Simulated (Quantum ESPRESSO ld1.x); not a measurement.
Values are calculated unless marked as measured or tabulated.
Species: Si IV. Configuration: [Ne] 3p(up 0.5, down 0.5) 3s(up 0, down 0) (fractional occupations, a model configuration).

Code: ld1.x of Quantum ESPRESSO 7.5. Model: scalar-relativistic Kohn-Sham, LDA (Slater exchange, VWN5 correlation), spin-polarised, spherical densities, point nucleus.

Energy parts (hartree):
total: -286.3737
kinetic: 286.8653
electron-nucleus: -669.8400
Hartree: 115.3015
exchange-correlation: -18.7004

Orbitals (lengths in bohr, moments of r in powers of bohr; <r^-3> diverges for s and p1/2):
| orbital | occ. | eigenvalue (hartree) | <r^2> | <r^-3> | <r> | <1/r> |
|---|---|---|---|---|---|---|
| 1s | 2 | -66.7873 | 0.01678 | - | 0.1116 | 13.60 |
| 2s | 2 | -6.48219 | 0.3854 | - | 0.5681 | 2.580 |
| 2p | 6 | -4.89877 | 0.3597 | 48.79 | 0.5344 | 2.472 |
| 3s | 0 | -1.47996 | 3.859 | - | 1.838 | 0.7499 |
| 3p | 1 | -1.16120 | 4.775 | 5.047 | 2.036 | 0.6656 |

The highest occupied level is 3p at -31.598 eV. The configuration is held as typed, so some empty levels lie below it. The density falls to 0.001 e/bohr^3 at r = 3.24 bohr.
